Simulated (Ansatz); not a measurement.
Ligand exchange: HOF + GeH3I → HOI + GeH3F

Species: HOF (hypofluorous acid) `OF`, singlet; GeH3I `[GeH3][I]`, singlet; HOI (hypoiodous acid) `OI`, singlet; GeH3F (fluorogermane) `[F][GeH3]`, singlet. The partners trade F for I: O–F and Ge–I bonds give way to O–I and Ge–F.

Shapes, held fixed at every level: PBE0-D4/def2-TZVP. Programs: Ansatz 0.2.0. The zero-point and thermal change to 298 K, harmonic and unscaled (PBE0-D4/def2-TZVP), is -0.8 kJ/mol.

Task: Estimate ΔH(298 K) of this reaction.

Result: The highest level, CCSD(T)/def2-TZVPP, gives ΔH(298 K) = -240.4 kJ/mol; the levels span -240.4 to -210.9. The column of differences is taken from that level and isn't an error. No measured value is set beside it here. For atoms past krypton def2 sets carry core potentials with scalar relativity. Relativity is left out for Ge. Outer-core shells of Ge, I are correlated in most correlated rows, in sets that cover them unevenly. Times are processor times on shared x86 and Arm servers, and rough.

| level | kind | ΔH(298 K) (kJ/mol) | less CCSD(T)/def2-TZVPP | CPU time (sum over the molecules) |
| --- | --- | --- | --- | --- |
| HF/def2-SVP | Hartree–Fock | -228.6 | +11.8 | – |
| SPW92/def2-TZVPP | LDA | -228.1 | +12.3 | 7.3 s |
| PBE-D4/def2-TZVPP | GGA | -222.7 | +17.7 | 9 s |
| r2SCAN-D4/def2-TZVPP | meta-GGA | -233.2 | +7.2 | 18 s |
| B3LYP-D4/def2-TZVPP | global hybrid | -239.3 | +1.1 | 13 s |
| r2SCAN0-D4/def2-TZVPP | global hybrid | -234.4 | +6.0 | 19 s |
| CCSD(T)/def2-SVP | coupled cluster or CI | -210.9 | +29.5 | 12 s |
| CCSD(T)/def2-TZVPP | coupled cluster or CI | -240.4 | 0.0 | 72 s |
